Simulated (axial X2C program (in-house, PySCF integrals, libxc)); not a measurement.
# Curves of RuOH from open-shell CI on d7 s0 p(π)0

Computed with an in-house all-electron X2C program for linear molecules (integrals from PySCF): two-component X2C with atomic mean-field Coulomb terms (Gaunt term off), basis Ru dyall-v3z, O dyall-av3z, H dyall-v3z (cores contracted in-house). Orbitals come from Hartree–Fock averaged over the configuration Ru d7 s0 p(π)0; CI then distributes these electrons over the d, s, p(π) shells of Ru.

Scan along the Ru–O bond with OH moving as one mass, its bond held at 0.950 Å; masses Ru 101.904 u, O 15.995 u, H 1.008 u. Energies in cm⁻¹ from the lowest point; levels are followed by energy order within each Ω. Lowest level at 1.985 Å: 100% d7.

| R (Å) | (1)Ω=9/2 | (1)Ω=7/2 | (1)Ω=5/2 | (1)Ω=3/2 | (1)Ω=1/2 | (2)Ω=7/2 | (2)Ω=5/2 |
| --- | --- | --- | --- | --- | --- | --- | --- |
| 1.846 | 1742 | 2070 | 2517 | 2947 | 3204 | 3318 | 3823 |
| 1.916 | 442 | 865 | 1312 | 1662 | 1812 | 2159 | 2508 |
| 1.985 | 0 | 470 | 912 | 1193 | 1279 | 1820 | 2041 |
| 2.064 | 234 | 729 | 1157 | 1376 | 1419 | 2129 | 2244 |
| 2.144 | 1036 | 1538 | 1945 | 2118 | 2136 | 2965 | 3013 |
| 2.233 | 2368 | 2863 | 3242 | 3378 | 3382 | 4300 | 4310 |
| 2.342 | 4368 | 4843 | 5185 | 5292 | 5288 | 6272 | 6271 |

Fit the curves (1)Ω=9/2, (1)Ω=7/2, (1)Ω=5/2, (1)Ω=3/2, (1)Ω=1/2, (2)Ω=7/2, (2)Ω=5/2 near their minima.

From the open-shell CI curves, Te from the lowest:

```
   level  Te (cm⁻¹)  Re (Å)  ωe (cm⁻¹)
(1)Ω=9/2          0   1.997      528.5
(1)Ω=7/2        475   1.994      522.5
(1)Ω=5/2        915   1.995      518.3
(1)Ω=3/2       1185   2.002      516.2
(1)Ω=1/2       1257   2.008      519.8
(2)Ω=7/2       1829   1.987      523.8
(2)Ω=5/2       2036   2.001      523.4
```

Without dynamic correlation distances can be off by several hundredths of an Å (long for ionic bonds, short for multiple bonds) and the wavenumbers are rough.

The 7 lowest curves are shown; the next is (2)Ω=3/2, from 2288 cm⁻¹.

Dynamic correlation is missing, so gaps between terms are too wide and other configurations may lie lower; the lowest level listed is that of this model, not necessarily the ground state. For d shells the ligand-field splittings (σ, π, δ) and their order can be off by a thousand cm⁻¹ or more. At most 4 roots were kept for each Ω > 0 (twice that for Ω = 0) within 3.2 eV of the lowest, so higher up levels can be missing between those listed; levels with Ω > 0 are doubly degenerate and listed once, Ω = 0 levels singly. Some active spinors are only partly of the character that their shell is named for, so the shell names and counts are nominal. States that fill the shells left empty in the average are placed too high. The molecule was held linear; bending was not examined.
